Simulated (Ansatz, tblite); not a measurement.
Cost and result up the ladder for GeMe(NHMe)3 (C₄H₁₅GeN₃) (23 atoms). Charge 0, multiplicity 1. Geometry: PBE-D4/def2-SVP.

```
atom   x (Å)   y (Å)   z (Å)
 Ge1  -0.125   0.106  -0.388
  C2   0.153   1.540  -1.701
  H3   1.172   1.497  -2.134
  H4   0.018   2.528  -1.220
  H5  -0.581   1.439  -2.524
  N6  -1.764  -0.081   0.434
  C7  -2.289   0.902   1.364
  H8  -2.474  -0.499  -0.174
  H9  -2.998   0.439   2.089
 H10  -1.450   1.324   1.953
 H11  -2.823   1.764   0.891
 N12   0.973   0.449   1.069
 C13   2.354   0.870   0.930
 H14   0.838  -0.228   1.828
 H15   3.078   0.065   0.646
 H16   2.434   1.658   0.151
 H17   2.732   1.328   1.872
 N18   0.021  -1.500  -1.304
 C19   0.027  -2.762  -0.582
 H20   0.693  -1.480  -2.077
 H21   1.002  -3.034  -0.104
 H22  -0.730  -2.718   0.229
 H23  -0.260  -3.609  -1.245
```

Ansatz on 4 threads of Intel Xeon on a shared host; xTB runs through tblite on one thread. Times are rough, summed over both states, and most runs start from the orbitals of an earlier one. PBE0-D4/def2-TZVP serves as the yardstick here, not as an exact answer. The other state is a doublet.

The xTB rows come from tblite.

Run but left out: PBE-D4/def2-TZVP (charge +1 doublet: an occupied level 0.05 eV above an empty one).

Raw xTB energies of ions are shifted by several eV.

```
                          level  functions  wall time  vertical IE (eV)  difference from PBE0-D4/def2-TZVP (eV)
                       GFN2-xTB         52    0.083 s             11.94                                    4.14
                       GFN1-xTB         67     0.14 s             12.55                                    4.75
PBE0-D4/def2-TZVP (with forces)        355    2.1 min              7.80                                    0.00
             BHLYP-D4/def2-TZVP        355    2.2 min              8.03                                    0.23
```
